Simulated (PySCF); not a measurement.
## Gallium: a sound run and one with changed settings

Sound run: Ga [Ar] 3d10 4s2 4p1, Ga+ [Ar] 3d10 4s2. Computed with PySCF 2.14 in pcseg-2, with no relativity, point nucleus. In the sound run the correlated levels freeze [Ar] 3d10. The sound run starts from symmetry-adapted Hartree-Fock orbitals and uses a fine grid where one is needed.

Changed run: scalar relativity by spin-free X2C-1e. This setting is unsound on purpose.

| species | method | sound run (hartree) | changed run (hartree) | converged |
| --- | --- | --- | --- | --- |
| Ga | UHF | -1923.23240 | -1938.37063 | yes |
| Ga | TPSS | -1924.83503 | -1939.97035 | yes |
| Ga | BP86 | -1925.12030 | -1940.25389 | yes |
| Ga | MP2 | -1923.26608 | -1938.40421 | yes |
| Ga | CCSD(T) | -1923.28001 | -1938.41789 | yes |
| Ga+ | UHF | -1923.02726 | -1938.16605 | yes |
| Ga+ | TPSS | -1924.61400 | -1939.74997 | yes |
| Ga+ | BP86 | -1924.89477 | -1940.02888 | yes |
| Ga+ | MP2 | -1923.05337 | -1938.19202 | yes |
| Ga+ | CCSD(T) | -1923.06409 | -1938.20257 | yes |

Ionisation energy of Ga:

| method | sound run (eV) | changed run (eV) |
| --- | --- | --- |
| UHF | 5.582 | 5.567 |
| TPSS | 6.015 | 5.997 |
| BP86 | 6.137 | 6.123 |
| MP2 | 5.788 | 5.774 |
| SCS-MP2 | 5.771 | 5.757 |
| CCSD | 5.852 | 5.837 |
| CCSD(T) | 5.875 | 5.859 |

Most of the change in total energy is the relativistic energy itself. On top of that the contraction fixes the core shape for the Hamiltonian it was made with, so the changed run is not a good calculation with the other Hamiltonian either.

For comparison, NIST gives 5.999 eV between the lowest levels.
